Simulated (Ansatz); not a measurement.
TiS3⁻. Total charge -1; doublet. Geometry relaxed at PBE0-D4/def2-SVPD.

Cartesian coordinates in Å:
```
Ti -0.0305 0.0233 -0.0370
S 1.7398 1.0403 -0.7601
S -0.5178 -1.9536 -0.7760
S -1.1915 0.8900 1.5731
```

The relaxation made no stability test and no search for a lower SCF solution. The structure comes from a short search, and lower isomers may exist.

**Question.** Estimate the harmonic wavenumbers at UKS PBE0-D4/def2-SVPD (Ansatz, unscaled). Is this a minimum?

**Answer.** 21, 83, 83, 418, 418, 419 cm⁻¹. Yes, no mode is imaginary beyond noise. Zero-point energy 8.6 kJ/mol. Hardware: 4 threads of AMD EPYC 7R43 on a shared host. Wall time 58 s.
